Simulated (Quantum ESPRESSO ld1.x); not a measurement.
Question: Hf II, configuration [Xe] 4f14 5d1 6s2. All-electron calculation, Dirac Kohn-Sham, LDA (Slater exchange, Perdew-Zunger correlation), spin-unpolarised, spherical densities, point nucleus; open shells fill j = l - 1/2 first. Program: ld1.x of Quantum ESPRESSO 7.5. Some entries of the table are withheld. Estimate them.

orbital  occ.  eigenvalue (hartree)  r(max) (bohr)
1s1/2       2              -2394.38          0.012
2s1/2       2              -409.547          0.068
2p1/2       2              -391.273          0.051
2p3/2       4              -347.519          0.058
3s1/2       2              -93.5525          0.193
3p1/2       2              -85.4376            (1)
3p3/2       4              -76.0635            (2)
3d3/2       4                   (3)          0.153
3d5/2       6                   (4)          0.156
4s1/2       2              -19.0932          0.437
4p1/2       2              -15.7702          0.437
4p3/2       4              -13.6168          0.469
4d3/2       4              -8.14710          0.466
4d5/2       6              -7.75278          0.477
5s1/2       2              -2.80257           1.01
5p1/2       2              -1.85579           1.10
5p3/2       4              -1.56438           1.19
4f5/2       6              -0.99960            (5)
4f7/2       8              -0.93532            (6)
6s1/2       2              -0.44282           2.73
5d3/2       1              -0.41221           1.61
5d5/2       0              -0.39133           1.66

Answer: 
(1) 3p1/2 r(max) (bohr): 0.181
(2) 3p3/2 r(max) (bohr): 0.195
(3) 3d3/2 eigenvalue (hartree): -62.2873
(4) 3d5/2 eigenvalue (hartree): -60.2411
(5) 4f5/2 r(max) (bohr): 0.451
(6) 4f7/2 r(max) (bohr): 0.458
